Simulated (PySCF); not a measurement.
H₉Si₄, SMILES [SiH2][SiH2][SiH2][SiH3], multiplicity 2.

The structure is a stationary point at ωB97X-D3(BJ)/def2-SVP. The isomer is the one that the SMILES or the coordinates give; other isomers of the formula were not compared. One conformer was computed; it need not be the lowest.

Method: ωB97X-D3(BJ)/def2-SVP (PySCF).

Frequencies are harmonic and unscaled.

Computed vibrational spectrum:
```csv
mode,ν (cm⁻¹),IR (km/mol),moving atoms (share of kinetic energy)
1,34,0.0,"Si 77 %, H 23 %"
2,62,0.9,"Si 83 %, H 17 %"
3,95,0.0,H 96 %
4,111,0.0,"H 92 %, Si 8 %"
5,115,0.1,"Si 84 %, H 16 %"
6,302,21.7,H 97 %
7,349,0.2,H 92 %
8,398,0.6,"Si 81 %, H 19 %"
9,455,0.9,"Si 90 %, H 10 %"
10,456,7.1,H 96 %
11,483,50.2,"H 73 %, Si 27 %"
12,490,15.5,"Si 70 %, H 30 %"
13,548,5.3,"H 75 %, Si 25 %"
14,583,0.2,"H 77 %, Si 23 %"
15,675,294.3,"H 87 %, Si 13 %"
16,680,3.7,"H 90 %, Si 10 %"
17,737,0.0,H 97 %
18,767,6.0,"H 84 %, Si 16 %"
19,890,297.1,"H 91 %, Si 9 %"
20,921,121.1,H 96 %
21,930,30.4,H 95 %
22,931,34.3,H 95 %
23,953,37.3,H 98 %
24,956,79.2,H 97 %
25,2224,59.7,H 98 %
26,2228,147.7,H 98 %
27,2231,21.0,H 98 %
28,2234,5.2,H 96 %
29,2237,0.0,H 96 %
30,2243,70.9,H 99 %
31,2245,88.4,H 96 %
32,2252,120.6,H 96 %
33,2252,239.7,H 96 %
```
